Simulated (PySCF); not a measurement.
Species: C₇H₇BO₃.
Bonds: B1–O2, O2–C3, C3–C4 (double), C4–C5, C5–C6 (aromatic), C6–C7 (aromatic), C7–C8 (aromatic), C8–O9 (aromatic), C4–C10, C10–O11 (double), B1–O11, C5–O9 (aromatic). Hydrogens: H12, H13 on B1; H14 on C3; H15 on C6; H16 on C7; H17 on C8; H18 on C10.

Level: PBE0/pcSseg-1 in PySCF, non-relativistic, on one gas-phase PBE0-D3(BJ)/def2-SVP geometry that isn't relaxed in the solvent. The solvent is an IEF-PCM continuum (Bondi radii, 1.10 Å for H, scaled by 1.2). Specific hydrogen bonds and non-electrostatic terms are outside this model.

Gas phase at PBE0/pcSseg-1: HOMO -6.19 eV, LUMO -2.57 eV, dipole 4.58 D.

What does the continuum do to the energy, the frontier levels and the dipole at PBE0/pcSseg-1 in chloroform and acetonitrile?

```csv
solvent,ε,E(solvent) − E(gas) (kJ/mol),polarisation term (kJ/mol),distortion of the solute (kJ/mol),HOMO (eV),LUMO (eV),dipole (D)
chloroform,4.711,-22.52,-25.20,2.68,-6.08,-2.42,5.49
acetonitrile,35.69,-31.32,-36.49,5.17,-6.05,-2.38,5.81
```

Polarisation term: ½ Σ q·V over the induced surface charges. Distortion: the rise of the solute's own energy as its density leaves the gas-phase optimum. From chloroform to acetonitrile the lowering changes by a factor 1.39, Onsager's factor (ε − 1)/(2ε + 1) by 1.35 and ε itself by 7.6.

Which radius a makes the point-dipole formula ΔE = −[(ε − 1)/(2ε + 1)]·μ²/a³ give the value in acetonitrile, with the gas-phase dipole?

μ = 1.803 au and |ΔE| = 0.01193 Eh give a = 2.68 Å; the farthest nucleus lies 4.29 Å from the centroid of the nuclei, so such a sphere wouldn't even hold the nuclei. The formula assumes a rigid point dipole at the centre of a sphere.

Which Hirshfeld charges (PBE0/pcSseg-1) respond most in acetonitrile (means over atoms taken as equivalent)?

```csv
atoms,environment,gas (e),solvent (e),change
O2/O11,oxygen bonded to B and C,-0.096,-0.110,-0.014
H14/H18,hydrogen on carbon,+0.072,+0.086,+0.014
H12/H13,B–H hydrogen,-0.096,-0.108,-0.012
H15,aromatic hydrogen,+0.055,+0.067,+0.012
C3/C10,"carbon bonded to C, O and H",+0.132,+0.141,+0.009
B1,four-coordinate boron,+0.057,+0.049,-0.008
H17,aromatic hydrogen,+0.067,+0.075,+0.008
H16,aromatic hydrogen,+0.061,+0.067,+0.006
```

Which Mayer bond orders change most in acetonitrile?

```
   bond  length (Å)    gas  solvent  change
  O2–C3       1.262  1.389    1.351  -0.038
C10–O11       1.263  1.395    1.357  -0.038
  B1–O2       1.537  0.657    0.679  +0.022
 O11–B1       1.534  0.665    0.685  +0.020
 C4–C10       1.404  1.341    1.355  +0.014
  C3–C4       1.401  1.356    1.368  +0.012
 B1–H12       1.217  0.969    0.960  -0.009
 B1–H13       1.215  0.971    0.962  -0.009
```

On one thread, Arm Neoverse V2 (aarch64), shared host with 96 logical CPUs at a one-minute load of 64, this took 50 s and 1.2 GiB of memory at its peak. This is the whole shielding run at PBE0/pcSseg-1 in acetonitrile, SCF included.

The values belong to the conformer `[BH2-:1]1[O:2][CH:3]=[C:4]([c:5]2[cH:6][cH:7][cH:8][o:9]2)[CH:10]=[O+:11]1`: C3–C4–C5–C6 8°.
